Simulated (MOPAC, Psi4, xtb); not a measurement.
Torsional profile of SMILES CC(C)c1cccc(C#N)c1. Scanned: dihedral C1–C2–C4–C5; all other coordinates were relaxed at GFN2-xTB. Heavy atoms are numbered in the order of the SMILES CC(C)c1cccc(C#N)c1, hydrogens after them in the order of the atoms that carry them; the mirror image has the same energies with the sign of each dihedral reversed.

Methods: AM1, restricted, heats of formation // GFN2-xTB (MOPAC); PM7, restricted, heats of formation // GFN2-xTB (MOPAC); GFN1-xTB // GFN2-xTB (xtb); B3LYP-D3(BJ)/def2-SVP // GFN2-xTB (Psi4).

Energies relative to the lowest point of each profile, in kJ/mol; the last columns give the difference from B3LYP-D3(BJ):

```json
[
 {"φ / °": "-160", "AM1": "7.3", "PM7": "8.1", "GFN1-xTB": "10.0", "B3LYP-D3(BJ)/def2-SVP": "8.5", "AM1 − B3LYP-D3(BJ)/def2-SVP": "-1.1", "PM7 − B3LYP-D3(BJ)/def2-SVP": "-0.4", "GFN1-xTB − B3LYP-D3(BJ)/def2-SVP": "1.6"},
 {"φ / °": "-140", "AM1": "6.8", "PM7": "7.9", "GFN1-xTB": "9.5", "B3LYP-D3(BJ)/def2-SVP": "7.5", "AM1 − B3LYP-D3(BJ)/def2-SVP": "-0.7", "PM7 − B3LYP-D3(BJ)/def2-SVP": "0.4", "GFN1-xTB − B3LYP-D3(BJ)/def2-SVP": "2.0"},
 {"φ / °": "-120", "AM1": "3.5", "PM7": "5.1", "GFN1-xTB": "5.8", "B3LYP-D3(BJ)/def2-SVP": "3.3", "AM1 − B3LYP-D3(BJ)/def2-SVP": "0.2", "PM7 − B3LYP-D3(BJ)/def2-SVP": "1.8", "GFN1-xTB − B3LYP-D3(BJ)/def2-SVP": "2.4"},
 {"φ / °": "-100", "AM1": "2.1", "PM7": "2.6", "GFN1-xTB": "3.0", "B3LYP-D3(BJ)/def2-SVP": "1.5", "AM1 − B3LYP-D3(BJ)/def2-SVP": "0.6", "PM7 − B3LYP-D3(BJ)/def2-SVP": "1.2", "GFN1-xTB − B3LYP-D3(BJ)/def2-SVP": "1.5"},
 {"φ / °": "-80", "AM1": "1.2", "PM7": "1.0", "GFN1-xTB": "1.1", "B3LYP-D3(BJ)/def2-SVP": "0.8", "AM1 − B3LYP-D3(BJ)/def2-SVP": "0.4", "PM7 − B3LYP-D3(BJ)/def2-SVP": "0.3", "GFN1-xTB − B3LYP-D3(BJ)/def2-SVP": "0.4"},
 {"φ / °": "-60", "AM1": "0.0", "PM7": "0.2", "GFN1-xTB": "0.1", "B3LYP-D3(BJ)/def2-SVP": "0.0", "AM1 − B3LYP-D3(BJ)/def2-SVP": "0.0", "PM7 − B3LYP-D3(BJ)/def2-SVP": "0.2", "GFN1-xTB − B3LYP-D3(BJ)/def2-SVP": "0.1"},
 {"φ / °": "-40", "AM1": "1.4", "PM7": "1.2", "GFN1-xTB": "1.5", "B3LYP-D3(BJ)/def2-SVP": "1.1", "AM1 − B3LYP-D3(BJ)/def2-SVP": "0.3", "PM7 − B3LYP-D3(BJ)/def2-SVP": "0.2", "GFN1-xTB − B3LYP-D3(BJ)/def2-SVP": "0.4"},
 {"φ / °": "-20", "AM1": "2.2", "PM7": "2.9", "GFN1-xTB": "3.4", "B3LYP-D3(BJ)/def2-SVP": "1.9", "AM1 − B3LYP-D3(BJ)/def2-SVP": "0.4", "PM7 − B3LYP-D3(BJ)/def2-SVP": "1.0", "GFN1-xTB − B3LYP-D3(BJ)/def2-SVP": "1.5"},
 {"φ / °": "0", "AM1": "4.1", "PM7": "5.4", "GFN1-xTB": "6.4", "B3LYP-D3(BJ)/def2-SVP": "4.5", "AM1 − B3LYP-D3(BJ)/def2-SVP": "-0.4", "PM7 − B3LYP-D3(BJ)/def2-SVP": "0.9", "GFN1-xTB − B3LYP-D3(BJ)/def2-SVP": "2.0"},
 {"φ / °": "20", "AM1": "7.1", "PM7": "7.9", "GFN1-xTB": "9.9", "B3LYP-D3(BJ)/def2-SVP": "8.5", "AM1 − B3LYP-D3(BJ)/def2-SVP": "-1.3", "PM7 − B3LYP-D3(BJ)/def2-SVP": "-0.5", "GFN1-xTB − B3LYP-D3(BJ)/def2-SVP": "1.4"},
 {"φ / °": "40", "AM1": "7.0", "PM7": "8.0", "GFN1-xTB": "9.6", "B3LYP-D3(BJ)/def2-SVP": "7.5", "AM1 − B3LYP-D3(BJ)/def2-SVP": "-0.5", "PM7 − B3LYP-D3(BJ)/def2-SVP": "0.6", "GFN1-xTB − B3LYP-D3(BJ)/def2-SVP": "2.1"},
 {"φ / °": "60", "AM1": "3.7", "PM7": "5.1", "GFN1-xTB": "5.6", "B3LYP-D3(BJ)/def2-SVP": "2.7", "AM1 − B3LYP-D3(BJ)/def2-SVP": "1.0", "PM7 − B3LYP-D3(BJ)/def2-SVP": "2.4", "GFN1-xTB − B3LYP-D3(BJ)/def2-SVP": "2.9"},
 {"φ / °": "80", "AM1": "2.2", "PM7": "2.4", "GFN1-xTB": "2.6", "B3LYP-D3(BJ)/def2-SVP": "1.0", "AM1 − B3LYP-D3(BJ)/def2-SVP": "1.2", "PM7 − B3LYP-D3(BJ)/def2-SVP": "1.4", "GFN1-xTB − B3LYP-D3(BJ)/def2-SVP": "1.6"},
 {"φ / °": "100", "AM1": "1.1", "PM7": "0.8", "GFN1-xTB": "0.9", "B3LYP-D3(BJ)/def2-SVP": "0.5", "AM1 − B3LYP-D3(BJ)/def2-SVP": "0.6", "PM7 − B3LYP-D3(BJ)/def2-SVP": "0.3", "GFN1-xTB − B3LYP-D3(BJ)/def2-SVP": "0.4"},
 {"φ / °": "120", "AM1": "0.0", "PM7": "0.0", "GFN1-xTB": "0.0", "B3LYP-D3(BJ)/def2-SVP": "0.0", "AM1 − B3LYP-D3(BJ)/def2-SVP": "0.0", "PM7 − B3LYP-D3(BJ)/def2-SVP": "0.0", "GFN1-xTB − B3LYP-D3(BJ)/def2-SVP": "0.0"},
 {"φ / °": "140", "AM1": "1.4", "PM7": "1.0", "GFN1-xTB": "1.2", "B3LYP-D3(BJ)/def2-SVP": "0.8", "AM1 − B3LYP-D3(BJ)/def2-SVP": "0.6", "PM7 − B3LYP-D3(BJ)/def2-SVP": "0.2", "GFN1-xTB − B3LYP-D3(BJ)/def2-SVP": "0.4"},
 {"φ / °": "160", "AM1": "2.3", "PM7": "2.6", "GFN1-xTB": "3.0", "B3LYP-D3(BJ)/def2-SVP": "1.3", "AM1 − B3LYP-D3(BJ)/def2-SVP": "1.0", "PM7 − B3LYP-D3(BJ)/def2-SVP": "1.3", "GFN1-xTB − B3LYP-D3(BJ)/def2-SVP": "1.7"},
 {"φ / °": "180", "AM1": "4.3", "PM7": "5.4", "GFN1-xTB": "6.4", "B3LYP-D3(BJ)/def2-SVP": "4.0", "AM1 − B3LYP-D3(BJ)/def2-SVP": "0.3", "PM7 − B3LYP-D3(BJ)/def2-SVP": "1.4", "GFN1-xTB − B3LYP-D3(BJ)/def2-SVP": "2.3"}
]
```

AM1 is furthest from B3LYP-D3(BJ)/def2-SVP at 20 (-1.3 kJ/mol, below); its mean absolute difference over the points is 0.6 kJ/mol.

PM7 is furthest from B3LYP-D3(BJ)/def2-SVP at 60 (2.4 kJ/mol, above); its mean absolute difference over the points is 0.8 kJ/mol.

GFN1-xTB is furthest from B3LYP-D3(BJ)/def2-SVP at 60 (2.9 kJ/mol, above); its mean absolute difference over the points is 1.4 kJ/mol.
